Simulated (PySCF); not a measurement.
Compound: C7H13PSi.
Numbering: `[CH3:1][CH2:2][P:3]1[CH:4]=[CH:5][CH:6]([SiH3:7])[CH:8]=[CH:9]1`

Structure used (GFN2-xTB), in Å, numbered top down from 1:
```xyz
22
C7H13PSi angstrom
C     -3.267    0.150    1.199
C     -2.423    0.392   -0.044
P     -0.635    0.743    0.393
C     -0.055   -0.953    0.665
C      1.088   -1.394    0.153
C      1.956   -0.587   -0.748
Si     3.147    0.491    0.311
C      1.162    0.296   -1.646
C      0.026    0.882   -1.289
H     -4.310   -0.007    0.930
H     -3.207    1.005    1.870
H     -2.920   -0.729    1.738
H     -2.469   -0.465   -0.722
H     -2.794    1.273   -0.577
H     -0.658   -1.575    1.313
H      1.433   -2.398    0.366
H      2.568   -1.261   -1.355
H      2.351    1.415    1.111
H      3.930   -0.412    1.158
H      4.034    1.208   -0.607
H      1.557    0.431   -2.646
H     -0.524    1.516   -1.972
```

Definitions: NICS(0) = −σiso at the ring centroid; NICS(1) = −σiso and NICS(1)zz = −σzz at ±1 Å along the ring normal z. Level: GIAO PBE0/pcSseg-1 (PySCF, non-relativistic, gas phase) on the GFN2-xTB geometry, one conformer.

Ring bond lengths (Å), with Mayer bond orders in brackets: P3–C4 1.813 (0.93), C4–C5 1.327 (1.89), C5–C6 1.489 (1.04), C6–C8 1.489 (1.03), C8–C9 1.328 (1.88), C9–P3 1.812 (0.94).

Task: What do the NICS probes read (ppm)?

Result: 
```csv
ring,type,NICS(0),"NICS(1), two faces","NICS(1)zz, two faces",rms pucker (Å),"centre to ring atoms, mean (Å)"
P3–C4–C5–C6–C8–C9,"6-membered ring with P; formal bonds 2 double, 4 single",-2.1,-2.1 / -4.5,-3.1 / -4.5,0.23,1.51
```

Task: What can be read from them?

Result: 
- P3–C4–C5–C6–C8–C9: mean NICS(1)zz -3.8 ppm, shielded. C6 has four or more neighbours; no verdict on aromaticity is drawn.

Task: What is the mean of the two in-plane components of NICS at the second NICS(1) probe listed for ring P3–C4–C5–C6–C8–C9, 1 Å off the ring?

Result: The isotropic value is a third of the trace: (3 × -4.5 − (-4.5))/2 = -4.5 ppm.

Task: How shielded are the nuclei of the rings and their hydrogens (means over atoms taken as equivalent)?

Result: 
| atoms | environment | σ isotropic (ppm) | principal values of the symmetric part, first atom (ppm) |
| --- | --- | --- | --- |
| P3 | phosphine phosphorus | 392.6 | 280.1, 392.2, 505.6 |
| C4 (×2) | alkene CH carbon | 54.2 | -53.7, 54.6, 164.0 |
| C5 (×2) | alkene CH carbon | 49.6 | -59.8, 44.1, 164.5 |
| C6 | sp3 carbon bound to silicon | 152.9 | 132.1, 161.3, 165.4 |
| H15 (×2) | vinylic hydrogen | 25.53 | 22.6, 25.2, 28.5 |
| H16 (×2) | vinylic hydrogen | 25.16 | 22.2, 26.0, 27.2 |
| H17 | methine hydrogen | 28.61 | 24.7, 26.7, 34.4 |
